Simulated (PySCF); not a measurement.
## Spinor energies of Yb⁴⁰⁺ (ytterbium, charge +40)

Start: [Ar] 3d10 4s2. Calculated with PySCF 2.14 in an uncontracted even-tempered set (19 s from 2 bohr⁻², ratio 2.6; 15 p from 2.6 bohr⁻², ratio 2.6; 10 d from 2.6 bohr⁻², ratio 2.6; 6 f from 2.7 bohr⁻², ratio 2.8): generalised Hartree-Fock with the X2C-1e Hamiltonian and a Gaussian nucleus; spin-orbit coupling (SO) screened by Boettger's factors.

```tsv
spinor shell	electrons	ε, screened SO (eV)	weight of nominal j (screened SO)	rms radius, screened SO (bohr)
1s1/2	2	-63499.0	1.000	0.0223
2s1/2	2	-12403.5	1.000	0.0899
2p1/2	2	-11901.8	1.000	0.0766
3s1/2	2	-4178.6	1.000	0.227
3p1/2	2	-3958.4	1.000	0.218
3p3/2	4	-3720.8	1.000	0.231
3d3/2	4	-3363.6	1.000	0.204
3d5/2	6	-3311.8	1.000	0.207
4s1/2	2	-1974.7	1.000	0.460
```

Q: Where does 2p3/2 lie, and what is the 2p spin-orbit splitting (screened SO)?

A: At -10845.6 eV, 1056.2 eV above 2p1/2.

```tsv
quantity	screened SO
E (hartree)	-13052.78555
M_J	0
⟨J²⟩	0.000
⟨L²⟩	0.048
⟨S²⟩	0.048
```

Breit and QED terms are absent; they matter most for the inner s and p1/2 levels.

Densities and radii are taken from the X2C orbitals without a picture-change correction, which distorts them close to the nucleus.
